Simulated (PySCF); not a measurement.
**Potential energy of ZrO⁺ along the bond**

Set-up: PySCF, scalar-relativistic core potentials, basis sets Zr def2-TZVPPD with ECP28, O def2-TZVPPD. Energies in eV from Zr⁺ (4d2 5s1) + O in their ground configurations at the same level. State: ²Δ (doublet), unpaired electrons δ ↑.

```tsv
R (Å)	UHF-CCSD(T)	UHF-CCSD
1.515	-6.235	-5.829
1.582	-6.987	-6.528
1.633	-7.293	-6.791
1.683	-7.423	-6.877
1.734	-7.415	-6.822
1.801	-7.230	-6.580
1.885	-6.735	-6.085
1.986	-5.956	-5.363
```

**Question.** Put a parabola through the three lowest points of the UHF-CCSD curve and estimate Re, k and ωe (reduced mass 13.58 u; 1 eV/Å² = 0.16022 mdyn/Å; ωe = 1302.8·√(k/μ) cm⁻¹).

**Answer.** Through R = 1.633, 1.683, 1.734 Å the second-order coefficient is 27.7 eV/Å², so Re ≈ 1.689 Å, k ≈ 8.88 mdyn/Å and ωe ≈ 1053 cm⁻¹. A polynomial fit of higher order to the unrounded UHF-CCSD energies gives Re = 1.687 Å, k = 8.71 mdyn/Å, ωe = 1044 cm⁻¹; anharmonicity and rounding make the difference.

The higher-order fit for each curve: UHF-CCSD: Re = 1.687 Å, ωe = 1044 cm⁻¹, De = 6.88 eV. UHF-CCSD(T) gives no reliable minimum on this grid.

Correlated steps freeze 1 core orbital. These are scalar-relativistic numbers at best; spin–orbit coupling would shift them, the dissociation energy most. For an ion De counts to the pair picked by the measured ionisation energies or electron affinities, which need not be the lowest pair at this level. The state is the lowest single determinant that the PBE0 search found; with open d or f shells the true ground state can be another one.
